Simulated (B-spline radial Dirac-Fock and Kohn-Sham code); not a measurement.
Level of theory: independent-particle radiative and Coulomb Auger rates from relativistic LDA hole-state orbitals, with Dirac-Fock energies; an atomic code on a B-spline grid. Free neutral atoms.

Problem. Order these holes by fluorescence yield, smallest first.
A. Ga M4 (3d3/2)
B. Cs L2 (2p1/2)
C. Sc K (1s)
D. Mo M5 (3d5/2)
E. Ga L2 (2p1/2)

Solution. A (6.36e-06), D (0.000234), E (0.0126), B (0.0964), C (0.192).

Values without a named source are computed, but for edge energies of neutral atoms, which are taken from tables.
